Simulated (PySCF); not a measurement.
**Assignment exercise: C$_{5}$H$_{13}$FOSi$_{2}$**

Atom-mapped SMILES (the numbers label the heavy atoms): `[F:1][CH2:2][C:3]1([O:4][CH2:5][SiH3:6])[CH2:7][SiH2:8][CH2:9]1`. Hydrogens are named by the atom that carries them.

How the numbers were obtained: GIAO PBE0/pcSseg-1 shieldings, coordinates at the GFN2-xTB level, in PySCF 2.14 (one averaged value for each set of equivalent atoms, no solvent, one conformer, non-relativistic Hamiltonian).

Shifts are taken against calculated references (same method and geometry level): $^{13}$C (σ = 186.93 ppm) and $^{1}$H (σ = 31.72 ppm) vs TMS.

(1) Assign these signals to the numbered atoms. $^{13}$C{$^{1}$H} NMR (computed): δ 91.8, 80.9, 53.8, 19.0.

(2) Assign these signals to the numbered atoms. $^{1}$H NMR (400 MHz, computed): δ 4.75 (m, 2H), 4.57 (m, 1H), 4.34 (m, 1H), 3.87 (t, 3H), 3.64 (q, 2H), 1.64 (m, 2H), 1.61 (m, 2H).

## Answers

(1) 
| δ (ppm) | atoms | environment | reason |
| --- | --- | --- | --- |
| 91.8 | C2 | sp3 CH2 bonded to F | the inductive effect lowers its shielding |
| 80.9 | C3 | fully substituted sp3 carbon bonded to O | pulled downfield by the heteroatom |
| 53.8 | C5 | sp3 CH2 bonded to O and Si | deshielded by the electronegative neighbour |
| 19.0 | C7/C9 | sp3 CH2 bonded to Si | – |

(2) 
4.75 → H(C2), hydrogen on an sp3 CH2 bonded to F: its carbon carries F, hence the downfield position
4.57 → Hb(Si8), hydrogen on a silicon bonded to 2 C, in a 4-membered ring
4.34 → Ha(Si8), hydrogen on a silicon bonded to 2 C, in a 4-membered ring
3.87 → H(Si6), hydrogen on a silicon bonded to C
3.64 → H(C5), hydrogen on an sp3 CH2 bonded to O and Si: its carbon carries O, which withdraws density
1.64 → Hb(C7)/Hb(C9), hydrogen on an sp3 CH2 bonded to Si
1.61 → Ha(C7)/Ha(C9), hydrogen on an sp3 CH2 bonded to Si

Hb(C7)/Hb(C9) and Ha(C7)/Ha(C9) lie closer than the usual error of such a calculation, so a measured spectrum could show them in the other order.

Splittings by $^{19}$F in the carbon and heteronuclear signals aren't shown, as no couplings were computed. Shifts are as computed. Against solution values, carbons near 30 ppm lie about +3 ppm off and those near 130 ppm about +5 ppm. Of 1309 compounds with measured shifts, 239 miss one by over three times the rms of a fit or turn the order of signals round; such compounds aren't used in these exercises. Multiplicities follow the n + 1 count of equivalent neighbours, as no J values were calculated; m marks all less simple cases, F and P coupling included.
